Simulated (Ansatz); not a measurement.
System: C₃H₁₀Sn (charge 0, singlet). SMILES: [CH3][SnH]([CH3])[CH3]
Geometry: optimised at B3LYP-D3(BJ)/def2-TZVP (Ansatz, a first-principles code).

Computed values are from Ansatz. Valence correlation only, unless marked. Open shells are spin-unrestricted. Spin-orbit coupling is left out. Frozen are the shells of the preceding noble gas and the d and f shells that filled before the atom's block. Past Kr the def2 sets carry scalar-relativistic core potentials. CBS marks a two-point X^-3 extrapolation of the correlation energy; Hartree-Fock from the larger set. [CCSD(T)-MP2]/basis is that difference in the basis named.

The atomisation energy De is 1160.1 kcal/mol at CCSD(T)/CBS(def2-TZVPPD,def2-QZVPPD) and the vertical ionisation energy (to the doublet) is 10.02 eV at RI-MP2/CBS(def2-TZVPPD,def2-QZVPPD)+[CCSD(T)-MP2]/def2-TZVPPD. The vertical triplet-singlet gap is 6.82 eV at RI-MP2/CBS(def2-TZVPPD,def2-QZVPPD)+[CCSD(T)-MP2]/def2-TZVPPD. The total energy comes out as -333.6201 Eh at CCSD(T)/CBS(def2-TZVPPD,def2-QZVPPD) and the dipole moment comes out as 0.52 D at CCSD(T)/def2-SVPD. The T1 diagnostic comes out as 0.009 at CCSD/def2-QZVPPD.
